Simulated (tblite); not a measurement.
Isomers of C3H10OS2Si. Computed with GFN2-xTB (tblite): harmonic, unscaled wavenumbers at the GFN2-xTB geometry, gas phase. This tight-binding method is rough: wavenumbers can miss measured ones by several per cent, in bad cases by 10 to 20. Modes of hydrogen on silicon and sulfur can be 10 to 20 % off. One conformer each.

Electronic energies: GFN2-xTB at the same geometries; isomer energies are rough at this level and their order can be wrong.

```
         SMILES  electronic energy, lowest = 0 (kJ/mol)
   CS[SiH2]OCCS                                     0.0
CSC[Si@@H](O)SC                                    32.5
   CO[SiH2]SCCS                                     6.9
```

Q: How do GFN2-xTB zero-point energies change the relative energies?

A: 
```
         SMILES  ZPE (kJ/mol)  of it from modes above 1550 cm⁻¹  electronic (kJ/mol)  with ZPE, lowest = 0 (kJ/mol)  lowest mode (cm⁻¹)  rings
   CS[SiH2]OCCS         323.7                             167.9                  0.0                            0.0                  16      0
   CO[SiH2]SCCS         323.7                             167.3                  6.9                            6.9                  19      0
CSC[Si@@H](O)SC         330.1                             180.4                 32.5                           38.9                  39      0
```

The zero-point energies span 6.4 kJ/mol, from `CS[SiH2]OCCS` to `CSC[Si@@H](O)SC`. The order is unchanged.
